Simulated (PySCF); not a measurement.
Two species compared at the same levels of theory.

First species: C₇H₆ClF₃O.
Numbering: `[CH:1]#[C:2]/[C:3]([Cl:4])=[C:5](/[CH2:6][CH2:7][F:8])[O:9][CH:10]([F:11])[F:12]` (hydrogens: H13 on C1; H14, H15 on C6; H16, H17 on C7; H18 on C10)

Second species: C₇H₆ClF₃O.
InChI=1S/C7H6ClF3O/c1-2-6(7(9,10)11)3-4(6)5(8)12/h2,4H,1,3H2/t4-,6-/m1/s1

Levels: PBE0/pcSseg-1 for dipole moment, HOMO energy, LUMO energy and HOMO–LUMO gap; GFN2-xTB for rotational constant A and rotational constant C. Geometries: GFN2-xTB. Each structure is a single optimised conformer of the isolated species, non-relativistic unless stated. Electronic properties by PySCF.

The conformers computed, where there is a choice (atom-mapped SMILES and torsion angles):
- `[CH:1]#[C:2]/[C:3]([Cl:4])=[C:5](/[CH2:6][CH2:7][F:8])[O:9][CH:10]([F:11])[F:12]`: C3–C5–C6–C7 -75°, C5–C6–C7–F8 -66°, C3–C5–O9–C10 149°, C5–O9–C10–F11 90°
- `[CH2:1]=[CH:2][C@@:3]1([C:4]([F:5])([F:6])[F:7])[CH2:8][C@@H:9]1[C:10](=[O:11])[Cl:12]`: C1–C2–C3–C4 -126°, C2–C3–C4–F5 36°, C8–C9–C10–O11 -9°

Q: Which of the two has the higher HOMO–LUMO gap, and by how much?

A: The second: 6.80 eV against 5.66 eV, a difference of 1.14 eV.

Q: Which of the two has the higher HOMO energy, and by how much?

A: The first: -7.05 eV against -8.32 eV, a difference of 1.27 eV.

Q: Which has the higher LUMO energy?

A: The first: -1.39 eV against -1.52 eV, a difference of 0.13 eV.

Q: Which has the higher dipole moment?

A: The second: 4.60 D against 2.46 D, a difference of 2.14 D.

Q: Which has the higher rotational constant A?

A: The second: 1.175 GHz against 0.960 GHz, a difference of 0.215 GHz.

Q: Which has the higher rotational constant C?

A: The second: 0.531 GHz against 0.418 GHz, a difference of 0.113 GHz.

On the first: The dipole equals about 8.2 × 10⁻³⁰ C·m (1 D = 3.33564 × 10⁻³⁰ C·m).

On the second: A dipole of 4.60 D is allowed in C1, and pure rotational transitions are dipole-allowed. The dipole matches unit charges of opposite sign 0.96 Å apart (1 e·Å = 4.8032 D).
